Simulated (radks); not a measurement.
The numbers below are computed, except where a source is named.
Fractional charge and spin in the 5s shell of tellurium: the spin-up occupation runs from 0 to 1 and the spin-down occupation from 0 to 1; the fullest corner is Te2+, [Kr] 4d10 5p(up 1, down 1) 5s(up 1, down 1). Code: a radial shooting solver on a logarithmic mesh with Libxc functionals. Model: scalar-relativistic Kohn-Sham, PBE, spin-polarised, spherical densities, finite nucleus; Fermi nuclear charge, rms radius of each element as measured or else 0.836 A^(1/3) + 0.57 fm. Energy (eV) minus the two flat planes that join the four corners (they meet along the diagonal where the two added fractions sum to one electron); zero is where a piecewise linear energy would lie.

\begin{tabular}{lrrr}
down \ up & 0 & 0.5 & 1 \\ \hline
0 & 0.000 & -1.350 & 0.000 \\
0.5 & -1.350 & 0.264 & -1.276 \\
1 & 0.000 & -1.276 & 0.000 \\
\end{tabular}

Corners above the fullest one (they belong to Te3+ and the next ion): (up 1, down 0) 37.774 eV, (up 0, down 1) 37.774 eV, (up 0, down 0) 87.114 eV. With half an added electron in each spin the energy lies 0.264 eV from the planes, and with half an added electron in spin up alone -1.350 eV. The planes are only a guide here: the flat-plane condition holds for ground states with one frontier orbital, while this shell lies below other occupied shells, so the corners above the fullest one are inner-hole states and not the ground states of those ions.
